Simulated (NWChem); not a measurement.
Basis-set convergence for H2ClNPb

```xyz
5

Pb     0.2397    -0.3601     0.0000
Cl    -1.9396     0.9138     0.0000
N      1.4147     1.4440     0.0000
H      2.4376     1.5118     0.0000
H      0.9778     2.3723     0.0000
```
Charge 0, spin multiplicity 1.

The numbers come from NWChem runs, not from measurements. Structure: optimised with PBE/def2-SVP with def2 effective core potentials on Pb, a minimum by its harmonic frequencies. It is one conformer; others weren't searched.

Quantity: first vertical ionisation energy at the level G0W0@PBE0.

Effective core potentials replace the inner electrons of Pb; spin-orbit coupling is left out. GW and range-separated runs recompute their integrals, the others keep them in memory, which bears on the times. The structure started from a generated list of species.

The cost column gives rough processor time relative to def2-SVP; each entry includes its own SCF.

| basis | functions | first vertical ionisation energy (eV) | relative cost |
|---|---|---|---|
| def2-SVP | 68 | 8.03 | 1 |
| def2-SVPD | 95 | [?] | under 3 |
| def2-TZVP | 130 | 8.59 | 5 |
| def2-TZVPP | 151 | [?] | 6 |
| def2-TZVPD | 157 | [?] | 8 |

Some entries are withheld; supply them.


- def2-SVPD, first vertical ionisation energy (eV): 8.43
- def2-TZVPP, first vertical ionisation energy (eV): 8.62
- def2-TZVPD, first vertical ionisation energy (eV): 8.65
